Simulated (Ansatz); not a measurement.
CH3O2 (SMILES O=C[OH2+]), charge +1, singlet, at a GFN2-xTB geometry; HF/6-31G* run with Ansatz (a first-principles code).

Here is a job for Ansatz.
Ansatz 0.2 input:
```yaml
crystal:
  periodic: [false, false, false]
  atoms:
    - {symbol: O, position_ang: [-0.99670430, -0.48679131, -0.02050171]}
    - {symbol: C, position_ang: [0.16260915, 0.52937802, -0.00703074]}
    - {symbol: O, position_ang: [1.22437017, 0.11575511, 0.11238354]}
    - {symbol: H, position_ang: [-0.70362568, -1.42889272, -0.05203392]}
    - {symbol: H, position_ang: [-0.30185128, 1.51257374, -0.07705403]}
    - {symbol: H, position_ang: [-1.79150481, -0.29165963, -0.56378237]}
basis:
  gaussian:
    orbitals: 6-31G*
hamiltonian:
  xc: hf
total_charge: 1
scf: {lower_state_search: off}
```

Output, abridged:

```
Functional definition: HF
these checks for a lower state are left out or cut short: stability, starts, cluster_reference, orbital_swaps, neighbouring_geometries, increment
494 factors; integrals over basis functions are off by at most 8.5e-4 eV
mean field evaluation 1: about -5137.8153 eV, gradient 5.5e1 eV
mean field evaluation 2: about -5137.8204 eV, gradient 5.5e1 eV
mean field evaluation 4: about -5143.2658 eV, gradient 4.7e0 eV
mean field evaluation 8: about -5143.3372 eV, gradient 3.2e-1 eV
mean field -5143.33816086 eV, -189.0141911317 hartree, gradient 3.3e-6 eV, S^2 0.000000; 0 other end points of the search recorded, 0 dependent functions left out
reference -5143.33816086 eV, -189.0141911317 hartree; 12, 12 occupied and 39, 39 virtual orbitals, 494 factors
Total energy: -5143.33816086 eV, -189.0141911317 hartree
Checks for a lower state left out: stability, starts, cluster_reference, orbital_swaps, neighbouring_geometries, increment
```
